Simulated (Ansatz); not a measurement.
Reaction (SMILES): CB(I)I -> I[B]I + [CH3] (CH3) (the B-C bond at the site shown breaks; other sites are not compared here)
Structures are relaxed separately at B3LYP-D3(BJ)/def2-TZVP in Ansatz (a program for electronic structure).

Wanted: bond dissociation energy (electronic energy difference), in kcal/mol. Correlated levels leave the core frozen unless marked. Open shells are spin-unrestricted. Spin-orbit coupling is left out. Frozen are the shells of the preceding noble gas and the d and f shells that filled before the atom's block. Past Kr the def2 sets carry scalar-relativistic core potentials. Basis-set limits of correlation are two-point, X^-3; Hartree-Fock from the larger set. [CCSD(T)-MP2]/basis is that difference in the basis named.

```csv
level,program,bond dissociation energy (kcal/mol),minus last row
HF/def2-SVPD,Ansatz,80.3,-25.0
PBE-D3(BJ)/def2-TZVPD,Ansatz + dftd3,103.3,-2.0
B3LYP/def2-TZVPD,Ansatz,98.4,-6.9
PBE0-D3(BJ)/def2-TZVP,Ansatz + dftd3,103.8,-1.5
BHLYP-D4/def2-TZVPD,Ansatz + dftd4,101.2,-4.1
r2SCAN0-D4/def2-TZVPD,Ansatz + dftd4,98.3,-7.0
"RI-MP2/CBS(def2-TZVPP,def2-QZVPP)",Ansatz,110.3,5.0
CCSD/def2-SVP,Ansatz,100.9,-4.4
"RI-MP2/CBS(def2-TZVPP,def2-QZVPP)+[CCSD(T)-MP2]/def2-TZVPP",Ansatz,105.4,0.1
"RI-MP2/CBS(def2-TZVPPD,def2-QZVPPD)+[CCSD(T)-MP2]/def2-TZVPPD",Ansatz,105.3,0.0
```
